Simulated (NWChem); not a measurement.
System: CH$_{4}$Cl$_{2}$SSi; SMILES [SiH](Cl)(SC)Cl

The following NWChem deck was run.

```
start job
memory heap 200 mb stack 900 mb global 1100 mb
geometry units angstroms noautosym nocenter noautoz
  Si     0.021637    -0.343417     0.461250
  Cl     1.946123    -0.375323    -0.286724
  Cl    -0.966486    -2.059626    -0.072214
  S     -1.091493     1.256296    -0.362979
  C     -0.023754     2.655377     0.122951
  H      0.149683    -0.289834     1.938324
  H     -0.475468     3.551717    -0.322069
  H      0.008200     2.779407     1.214435
  H      0.992199     2.530084    -0.275612
end
basis spherical
  Si library pcsseg-1
  Cl library pcsseg-1
  S library pcsseg-1
  C library pcsseg-1
  H library pcsseg-1
end
dft
  xc pbe0
  iterations 150
end
property
  shielding
end
task dft property
```

Excerpt of the output:

```
             Northwest Computational Chemistry Package (NWChem) 7.3.0
             --------------------------------------------------------

                             Geometry "geometry" -> ""
                             -------------------------

 Output coordinates in angstroms (scale by  1.889725989 to convert to a.u.)

  No.       Tag          Charge          X              Y              Z
 ---- ---------------- ---------- -------------- -------------- --------------
    1 Si                  14.0000     0.02163700    -0.34341700     0.46125000
    2 Cl                  17.0000     1.94612300    -0.37532300    -0.28672400
    3 Cl                  17.0000    -0.96648600    -2.05962600    -0.07221400
    4 S                   16.0000    -1.09149300     1.25629600    -0.36297900
    5 C                    6.0000    -0.02375400     2.65537700     0.12295100
    6 H                    1.0000     0.14968300    -0.28983400     1.93832400
    7 H                    1.0000    -0.47546800     3.55171700    -0.32206900
    8 H                    1.0000     0.00820000     2.77940700     1.21443500
    9 H                    1.0000     0.99219900     2.53008400    -0.27561200

 Effective nuclear repulsion energy (a.u.)     431.5691355822

                              NWChem Property Module
                              ----------------------

  itol2e modified to match energy
  convergence criterion.

                                 NWChem DFT Module
                                 -----------------

 Summary of "ao basis" -> "ao basis" (spherical)
 ------------------------------------------------------------------------------
       Tag                 Description            Shells   Functions and Types
 ---------------- ------------------------------  ------  ---------------------
 Si                         pcsseg-1                10       24   4s5p1d
 Cl                         pcsseg-1                10       24   4s5p1d
 S                          pcsseg-1                10       24   4s5p1d
 C                          pcsseg-1                 7       17   3s3p1d
 H                          pcsseg-1                 3        5   2s1p

  itol2e modified to match energy
  convergence criterion.

[...]

          -----------------------------------------
          Chemical Shielding Tensors (GIAO, in ppm)
          -----------------------------------------

                                NWChem CPHF Module
                                ------------------

  scftype          =     RHF
  nclosed          =       37
  nopen            =        0
  variables        =     3552
  # of vectors     =        3
  tolerance        = 0.10D-03
  level shift      = 0.00D+00
  max iterations   =       50
  max subspace     =       30

 SCF residual:    9.0353803520122055E-005

Iterative solution of linear equations
  No. of variables     3552
  No. of equations        3
  Maximum subspace       30
        Iterations       50
       Convergence  1.0D-04

   iter   nsub   residual    time
   ----  ------  --------  ---------
     1      3    3.59D-01      76.0
     2      6    2.78D-02      84.4
     3      9    2.77D-03      96.8
     4     12    7.45D-05     105.0

      Atom:    1  Si
        Diamagnetic
    882.4825      1.1738     -0.5605
      1.1738    883.4621     -0.0715
     -0.5605     -0.0715    871.4080

        Paramagnetic
   -564.2756    -22.2541    -18.6589
    -22.2541   -527.0273    -13.1543
    -18.6589    -13.1543   -582.3107

        Total Shielding Tensor
    318.2069    -21.0803    -19.2194
    -21.0803    356.4349    -13.2258
    -19.2194    -13.2258    289.0972

           isotropic =     321.2463
          anisotropy =      67.2056

          Principal Components and Axis System
                 1           2           3
              366.0501    323.8180    273.8710

      1        -0.3810      0.7873      0.4848
      2         0.9224      0.2877      0.2577
      3        -0.0634     -0.5454      0.8358

      Atom:    2  Cl
        Diamagnetic
   1154.4910     -0.5829     -2.5686
     -0.5829   1145.8961      0.0113
     -2.5686      0.0113   1144.1032

        Paramagnetic
   -227.9933     -6.2164    -83.9025
     -6.2164   -382.8186      8.9145
    -83.9025      8.9145   -312.3600

        Total Shielding Tensor
    926.4976     -6.7993    -86.4711
     -6.7993    763.0774      8.9258
    -86.4711      8.9258    831.7432

           isotropic =     840.4394
          anisotropy =     206.6749

          Principal Components and Axis System
                 1           2           3
              978.2227    781.4591    761.6365

      1         0.8588      0.5074     -0.0705
      2        -0.0483      0.2173      0.9749
      3        -0.5099      0.8339     -0.2111

      Atom:    3  Cl
        Diamagnetic
   1147.9629      4.3157      0.7068
      4.3157   1153.2504      1.3005
      0.7068      1.3005   1144.1177

        Paramagnetic
   -245.5403     71.0595    -16.0529
     71.0595   -230.3974     42.7644
    -16.0529     42.7644   -370.4341

        Total Shielding Tensor
    902.4226     75.3752    -15.3460
     75.3752    922.8530     44.0649
    -15.3460     44.0649    773.6836

           isotropic =     866.3197
          anisotropy =     187.4370

          Principal Components and Axis System
                 1           2           3
              991.2777    855.6886    751.9929

      1         0.6317      0.7279      0.2667
      2         0.7672     -0.5379     -0.3493
      3         0.1108     -0.4252      0.8983

      Atom:    4  S
        Diamagnetic
   1056.5065      0.8084      3.1849
      0.8084   1063.9765     -0.2422
      3.1849     -0.2422   1050.2444

        Paramagnetic
   -497.3001    -20.1545    -17.3230
    -20.1545   -334.3204    -28.4274
    -17.3230    -28.4274   -506.2600

[...]
```

Level: PBE0/pcSseg-1, GIAO. Geometry: optimised at PBE0/def2-SVP. The printed shielding anisotropy is the first printed principal value minus the mean of the other two.
